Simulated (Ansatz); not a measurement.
The same ligand exchange along the group Ti, Zr, Hf.

Gas-phase electronic energies from Ansatz, PBE0-D4/def2-TZVP geometries. CBS: MP2 limit from def2 TZ/QZ plus the TZ coupled-cluster correction, frozen cores. This one scheme is used for every species. DFT in def2-TZVPP. Elements past krypton have def2 core potentials. For Hf, I, Ti, Zr outer-core shells are correlated without core-valence functions, which leaves a few kJ/mol of doubt a bond. Scalar relativity is left out up to krypton. One conformer a species, not always the lowest.

| reaction | RPA@PBE/def2-TZVPP (kJ/mol) | r2SCAN-D4 (kJ/mol) | CCSD(T)/CBS(def2) (kJ/mol) |
| --- | --- | --- | --- |
| `[NH2][Ti]([Cl])([Cl])[Cl]` + HI → `[Cl][Ti]([Cl])([Cl])[I]` + NH₃ | -64 | -68 | -69 |
| `[NH2][Zr]([Cl])([Cl])[Cl]` + HI → `[Cl][Zr]([Cl])([Cl])[I]` + NH₃ | -75 | -78 | -82 |
| `[NH2][Hf]([Cl])([Cl])[Cl]` + HI → `[Cl][Hf]([Cl])([Cl])[I]` + NH₃ | -70 | -74 | -78 |

Largest T1 diagnostic: 0.025, for `[NH2][Ti]([Cl])([Cl])[Cl]`.
